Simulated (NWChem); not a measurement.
C₄H₆O; SMILES C1=CCOC1

```xyz
11

C      0.0000    -0.6661     1.0385
C      0.0000     0.6661     1.0385
C      0.0000     1.1611    -0.3750
O      0.0000     0.0000    -1.1743
C      0.0000    -1.1611    -0.3750
H      0.0000    -1.3192     1.9130
H      0.0000     1.3192     1.9130
H      0.8892     1.7853    -0.5984
H     -0.8892     1.7853    -0.5984
H      0.8892    -1.7853    -0.5984
H     -0.8892    -1.7853    -0.5984
```
Atoms are numbered in this order, from 1.

Results from NWChem. Pople sets run with spherical d functions. All runs use the structure optimised with PBE0/def2-SVP.

Question: Taking B3LYP/def2-TZVP as the yardstick, which of these has the fewest basis functions while keeping “dipole (D)” within 0.1 D of it: B3LYP/6-311++G**; B3LYP/3-21G; B3LYP/STO-3G; B3LYP/6-31G*; B3LYP/def2-SVPD; B3LYP/6-31+G*; B3LYP/def2-SVP?

Answer: B3LYP/6-31G* (a larger set in the list lies outside the tolerance).
```tsv
level	basis functions	dipole (D)	relative time (rough)
B3LYP/STO-3G	31	1.29	1
B3LYP/3-21G	57	1.79	1
B3LYP/6-31G*	82	1.64	3
B3LYP/def2-SVP	100	1.61	3
B3LYP/6-31+G*	102	1.75	6
B3LYP/def2-SVPD	151	1.62	10
B3LYP/6-311++G**	152	1.74	10
B3LYP/def2-TZVP	191	1.58	10
```

The yardstick is one finite set, not the basis-set limit.
